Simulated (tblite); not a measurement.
Start geometry of `C[C@H]1[SiH2][Si@@H](N)[SiH2]1` from a force field or distance geometry (Å):
```
atom  x, y, z in Å
C1    -1.564   -0.890    0.864
C2    -1.289    0.435    0.182
Si3    0.192    1.366    0.859
Si4    1.563    0.353   -0.562
N5     2.252   -1.161    0.064
Si6   -0.453    0.253   -1.471
H7    -2.429   -1.357    0.317
H8    -0.725   -1.610    0.773
H9    -1.841   -0.780    1.938
H10   -2.230    1.022    0.149
H11    0.072    2.810    0.555
H12    0.443    1.118    2.274
H13    2.478    1.224   -1.256
H14    3.278   -1.253   -0.066
H15    1.701   -2.004   -0.124
H16   -0.676    1.448   -2.305
H17   -0.779   -0.961   -2.201
```

Problem. What comes out of this run: GFN2-xTB geometry optimisation, gas phase (tblite)?

Solution. 
```
atom  x, y, z in Å
C1    -2.2025   -0.4027    0.8224
C2    -1.1749    0.4831    0.1268
Si3    0.3744    0.9435    1.2064
Si4    1.6805    0.4240   -0.6772
N5     2.8938   -0.8137   -0.6964
Si6   -0.3947   -0.2777   -1.4824
H7    -3.0387   -0.6296    0.1612
H8    -1.7529   -1.3458    1.1285
H9    -2.6020    0.0819    1.7130
H10   -1.6913    1.4103   -0.1473
H11    0.2601    2.2982    1.7685
H12    0.4400    0.0691    2.3907
H13    2.4146    1.5345   -1.3064
H14    3.8290   -0.5898   -0.3962
H15    2.6527   -1.7378   -0.3771
H16   -0.9994    0.2812   -2.7000
H17   -0.6957   -1.7168   -1.5444
```

The energy falls by 92.4 kJ/mol over 146 L-BFGS steps, the largest force on an atom goes from 2.96 to 0.009 eV/Å, and the atoms move by 0.908 Å rms after alignment. The bond that changes most is Si3–Si4 (SiH2 silicon to SiH silicon), which lengthens by 0.131 Å. Bonds longer at the end by more than 0.005 Å: 8 of 17; shorter: 8. Among the angles that change most is N5–Si4–H13, from 116.0° to 100.7°. Among the dihedrals that turn most is C1–C2–Si3–H11, from -157° to -100°. Rotational constants go from 2314, 1542, 1451 to 2586, 1357, 1036 MHz. The orientation of the end geometry is arbitrary; only internal coordinates are fixed.

On one thread, Arm Neoverse N1 (aarch64), on a shared host, this took 2.0 s.

Its GFN2-xTB frequencies are all real (lowest 32 cm⁻¹). The numbers are those of one conformer. 3 starts were optimised and ended at 0.00, 0.01 and 0.86 kcal/mol (GFN2-xTB); the lowest of these is shown.

All values are computed, not measured.
